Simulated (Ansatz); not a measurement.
Species: CH$_{4}$BO, charge 0, multiplicity 2. It need not be the lowest isomer of its formula. 
Geometry from a B3LYP-D3(BJ)/def2-TZVP (Ansatz, a quantum-chemistry and plane-wave program) optimisation:
```
C
H 1 1.0889
H 1 1.0889 2 109.47
H 1 1.0910 2 110.13 3 121.23
O 1 1.4399 2 108.16 3 -117.64
B 5 1.3201 1 124.81 2 -120.76
H 6 1.2036 5 125.03 1 0.00
```
Charge 0, spin multiplicity 2.

Basis-set convergence of Hartree-Fock and MP2 correlation energies (hartree) with Ansatz. Correlated levels leave the core frozen unless marked. UHF or UKS for open shells. Spin-orbit coupling is left out. No relativistic terms.

```json
[
 {"basis": "cc-pVDZ", "functions": "-", "E(HF)": "-139.71444", "E(corr, MP2)": "-0.39195"},
 {"basis": "cc-pVTZ", "functions": "146", "E(HF)": "___", "E(corr, MP2)": "___"}
]
```

### Question
Some entries are withheld; supply them.

### Answer

- cc-pVTZ, E(HF): -139.76070
- cc-pVTZ, E(corr, MP2): -0.48968
